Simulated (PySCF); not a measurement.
**NaTl: energy against distance**

Set-up: Na aug-cc-pVDZ, Tl aug-cc-pVDZ-PP with ECP60; scalar-relativistic core potentials (PySCF 2.14). Energies in eV from Na + Tl in their ground configurations at the same level. State: ¹Σ⁺ (singlet), closed shell.

All columns are PBE0. A positive dipole means Na(−)Tl(+).

```json
{"R (Å)": "2.811", "E (eV)": "-0.530", "μ (D)": "-1.44", "Mulliken charge on Na (basis-dependent)": "-0.02", "HOMO (eV)": "-3.49", "LUMO (eV)": "-1.77", "Mayer bond order": "1.12", "⟨S²⟩": "0.00"}
{"R (Å)": "2.942", "E (eV)": "-0.646", "μ (D)": "-1.39", "Mulliken charge on Na (basis-dependent)": "-0.04", "HOMO (eV)": "-3.48", "LUMO (eV)": "-1.72", "Mayer bond order": "1.10", "⟨S²⟩": "0.00"}
{"R (Å)": "3.073", "E (eV)": "-0.711", "μ (D)": "-1.31", "Mulliken charge on Na (basis-dependent)": "-0.04", "HOMO (eV)": "-3.46", "LUMO (eV)": "-1.69", "Mayer bond order": "1.08", "⟨S²⟩": "0.00"}
{"R (Å)": "3.171", "E (eV)": "-0.735", "μ (D)": "-1.23", "Mulliken charge on Na (basis-dependent)": "-0.04", "HOMO (eV)": "-3.44", "LUMO (eV)": "-1.67", "Mayer bond order": "1.07", "⟨S²⟩": "0.00"}
{"R (Å)": "3.269", "E (eV)": "-0.742", "μ (D)": "-1.14", "Mulliken charge on Na (basis-dependent)": "-0.03", "HOMO (eV)": "-3.42", "LUMO (eV)": "-1.66", "Mayer bond order": "1.06", "⟨S²⟩": "0.00"}
{"R (Å)": "3.367", "E (eV)": "-0.735", "μ (D)": "-1.05", "Mulliken charge on Na (basis-dependent)": "-0.02", "HOMO (eV)": "-3.40", "LUMO (eV)": "-1.65", "Mayer bond order": "1.05", "⟨S²⟩": "0.00"}
{"R (Å)": "3.498", "E (eV)": "-0.709", "μ (D)": "-0.92", "Mulliken charge on Na (basis-dependent)": "0.00", "HOMO (eV)": "-3.38", "LUMO (eV)": "-1.64", "Mayer bond order": "1.03", "⟨S²⟩": "0.00"}
{"R (Å)": "3.661", "E (eV)": "-0.657", "μ (D)": "-0.75", "Mulliken charge on Na (basis-dependent)": "0.01", "HOMO (eV)": "-3.34", "LUMO (eV)": "-1.65", "Mayer bond order": "1.02", "⟨S²⟩": "0.00"}
{"R (Å)": "3.857", "E (eV)": "-0.576", "μ (D)": "-0.54", "Mulliken charge on Na (basis-dependent)": "0.01", "HOMO (eV)": "-3.30", "LUMO (eV)": "-1.66", "Mayer bond order": "1.01", "⟨S²⟩": "0.00"}
{"R (Å)": "4.119", "E (eV)": "-0.450", "μ (D)": "-0.26", "Mulliken charge on Na (basis-dependent)": "0.00", "HOMO (eV)": "-3.25", "LUMO (eV)": "-1.69", "Mayer bond order": "1.01", "⟨S²⟩": "0.00"}
```

A fit through these points gives, at Re = 3.264 Å, μ = -1.15 D and dμ/dR = 0.913 D/Å; the reduced mass is 20.67 u.

Question: How strong is the fundamental in the double-harmonic approximation, I = 42.26·(dμ/dR)²/μred km/mol?

Answer: I = 42.26·(0.913)²/20.67 = 1.70 km/mol at PBE0.

Closed-shell solutions of metal pairs were not tested for spin polarisation, which can lower them a little. These are scalar-relativistic numbers at best; spin–orbit coupling would shift them, the dissociation energy most.
